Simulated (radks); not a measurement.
Problem. The thulium ion Tm4+ is in [Xe] 4f11. Method: scalar-relativistic Kohn-Sham, r2SCAN, spin-polarised, spherical densities, finite nucleus; meta-GGA in the generalised Kohn-Sham scheme; Fermi nuclear charge, rms radius of each element as measured or else 0.836 A^(1/3) + 0.57 fm; computed with a radial shooting solver on a logarithmic mesh with Libxc functionals. Open shells are filled with parallel spins first. One electron is removed from 4f, 5s, 4d, 5p in turn, with full relaxation. Which removal costs least, and what does each cost?

Solution. 4f 65.900 eV; 5p 80.265 eV; 5s 110.12 eV; 4d 240.42 eV. The 4f electron leaves first.
